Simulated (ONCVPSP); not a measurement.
Reading a pseudo-wave (carbon)

Columns: radius, all-electron u(r) and pseudo u(r) of the 2p shell (level -16.91 eV) of carbon in the configuration [He] 2s2 2p1; PBEsol, scalar-relativistic, ONCV scheme, ONCVPSP 4.0.1.

```json
{"r (bohr)": "0.072", "all-electron": "0.0308", "pseudo": "0.0120"}
{"r (bohr)": "0.145", "all-electron": "0.1020", "pseudo": "0.0479"}
{"r (bohr)": "0.217", "all-electron": "0.1893", "pseudo": "0.1045"}
{"r (bohr)": "0.290", "all-electron": "0.2821", "pseudo": "0.1797"}
{"r (bohr)": "0.362", "all-electron": "0.3705", "pseudo": "0.2661"}
{"r (bohr)": "0.435", "all-electron": "0.4528", "pseudo": "0.3605"}
{"r (bohr)": "0.507", "all-electron": "0.5250", "pseudo": "0.4539"}
{"r (bohr)": "0.580", "all-electron": "0.5882", "pseudo": "0.5436"}
{"r (bohr)": "0.652", "all-electron": "0.6411", "pseudo": "0.6228"}
{"r (bohr)": "0.725", "all-electron": "0.6855", "pseudo": "0.6907"}
{"r (bohr)": "0.798", "all-electron": "0.7206", "pseudo": "0.7446"}
{"r (bohr)": "0.870", "all-electron": "0.7467", "pseudo": "0.7834"}
{"r (bohr)": "0.942", "all-electron": "0.7649", "pseudo": "0.8078"}
{"r (bohr)": "1.015", "all-electron": "0.7762", "pseudo": "0.8187"}
{"r (bohr)": "1.088", "all-electron": "0.7811", "pseudo": "0.8172"}
{"r (bohr)": "1.160", "all-electron": "0.7803", "pseudo": "0.8063"}
{"r (bohr)": "1.232", "all-electron": "0.7748", "pseudo": "0.7897"}
{"r (bohr)": "1.305", "all-electron": "0.7650", "pseudo": "0.7708"}
{"r (bohr)": "1.378", "all-electron": "0.7517", "pseudo": "0.7527"}
{"r (bohr)": "1.450", "all-electron": "0.7358", "pseudo": "0.7358"}
{"r (bohr)": "1.522", "all-electron": "0.7175", "pseudo": "0.7175"}
{"r (bohr)": "1.595", "all-electron": "0.6970", "pseudo": "0.6970"}
{"r (bohr)": "1.668", "all-electron": "0.6751", "pseudo": "0.6751"}
{"r (bohr)": "1.740", "all-electron": "0.6523", "pseudo": "0.6523"}
{"r (bohr)": "1.812", "all-electron": "0.6288", "pseudo": "0.6288"}
{"r (bohr)": "1.885", "all-electron": "0.6044", "pseudo": "0.6044"}
```

(1) How many radial nodes do the two functions have?

(2) At about which radius was the pseudo-wave matched?

(3) Where does each function peak?

(4) Is the pseudo-wave norm-conserving?

Answers

(1) The all-electron 2p function has n − l − 1 = 0; the pseudo-wave has 0.

(2) 1.45 bohr, where the columns begin to agree (steps of 0.07 bohr).

(3) Outermost all-electron maximum near 1.09 bohr, pseudo maximum near 1.01 bohr (to the table’s step).

(4) Yes: the ONCV scheme keeps the norm inside the radius equal to the all-electron one, which fixes the energy derivative of the logarithmic derivative at the level.
